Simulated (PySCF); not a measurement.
## Correlation energy of Mo⁺ (molybdenum, charge +1)

[Kr] 4d4 5p1, one real determinant (an excited configuration). All numbers are calculated (PySCF 2.14, scalar relativity by spin-free X2C-1e, in x2c-TZVPPall). Frozen: [Kr]; 5 electrons correlated.

```csv
level,correlation energy (mhartree)
CCSD,-53.60
(T),-1.03
CCSD(T),-54.63
```

Diagnostics: T1 = 0.010, D1 = 0.0316, largest double amplitude 0.054.

Is a single reference adequate?

Yes, within this model without spin-orbit coupling: T1 lies below 0.03 and no double amplitude reaches 0.07.

The basis was made for the ground configuration and has no added diffuse functions, which can raise the energy of the promoted electron.

The reference is one real determinant that mixes LS terms of this configuration.
